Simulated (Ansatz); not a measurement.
Consider the formal exchange of groups at the Al–C bond: `F[CH]([AlH2])[SiH2][SiH3]` + `C=CC=C` → `C=C[C](=C)[AlH2]` + `FC[SiH2][SiH3]`.

Gas-phase electronic energies from Ansatz, PBE0-D4/def2-TZVP geometries. CCSD(T)/CBS is the MP2 limit (def2-TZVPP, def2-QZVPP) plus CCSD(T) − MP2 in def2-TZVPP, frozen cores. DFT in def2-TZVPP. B3LYP here is the variant with VWN-RPA as its local correlation; programs differ in this. One conformer a species, not always the lowest.

`F[CH]([AlH2])[SiH2][SiH3]`:

Cartesian coordinates in Å:
```
F 0.248 -0.416 -2.710
C 0.275 -0.580 -1.309
Al 2.112 -0.403 -0.601
Si -0.981 0.596 -0.518
Si -1.056 0.227 1.798
H -0.082 -1.600 -1.091
H 2.332 -0.793 0.921
H 3.281 0.119 -1.530
H -2.332 0.399 -1.112
H -0.569 2.007 -0.767
H -2.237 0.920 2.378
H 0.174 0.751 2.451
H -1.164 -1.228 2.091
```

`C=CC=C`:

Z-matrix (Å, degrees):
```
C
C 1 1.332
H 1 1.085 2 121.2
H 1 1.083 2 121.7 3 180.0
C 2 1.449 1 124.1 3 0.0
H 2 1.088 1 119.5 3 -180.0
C 5 1.332 2 124.1 1 -180.0
H 5 1.088 2 116.4 1 0.0
H 7 1.083 5 121.7 2 -180.0
H 7 1.085 5 121.2 2 0.0
```

`C=C[C](=C)[AlH2]`:

Z-matrix (Å, degrees):
```
C
C 1 1.333
H 1 1.086 2 121.7
H 1 1.083 2 121.4 3 180.0
C 2 1.460 1 125.2 3 -0.0
H 2 1.092 1 118.6 3 -180.0
Al 5 1.952 2 125.8 1 0.2
C 5 1.344 2 119.4 1 -179.9
H 7 1.588 5 123.6 2 0.1
H 7 1.587 5 115.8 2 -179.9
H 8 1.086 5 122.2 2 180.0
H 8 1.091 5 122.0 2 0.0
```

`FC[SiH2][SiH3]`:

```xyz
11

F    -0.219    1.668    1.509
C     0.481    0.468    1.591
Si   -0.222   -0.791    0.352
Si   -0.262    0.120   -1.802
H     0.407    0.101    2.620
H     1.537    0.674    1.384
H     0.663   -1.990    0.397
H    -1.589   -1.197    0.775
H    -0.678   -0.916   -2.785
H    -1.214    1.259   -1.873
H     1.097    0.603   -2.168
```

**Question.** Is it downhill or uphill in electronic energy at CCSD(T)/CBS, and by how much? (Estimate.)

**Answer.** Computed: Downhill: ΔE = -3.2 kcal/mol.

**Question.** What do these levels give: PBE0-D4, B2PLYP, PBE0, B3LYP, CCSD/def2-TZVPP, HF/def2-QZVPP? (An estimate is asked.)

**Answer.** Computed: PBE0-D4 -2.6, B2PLYP -3.5, PBE0 -2.7, B3LYP -2.7, CCSD/def2-TZVPP -3.9, HF/def2-QZVPP -5.1 kcal/mol.

Largest T1 diagnostic among the species: 0.013.

From PBE to PBE0 (25 % exact exchange), in def2-TZVPP and without D4, ΔE moves by −1.0 kcal/mol.
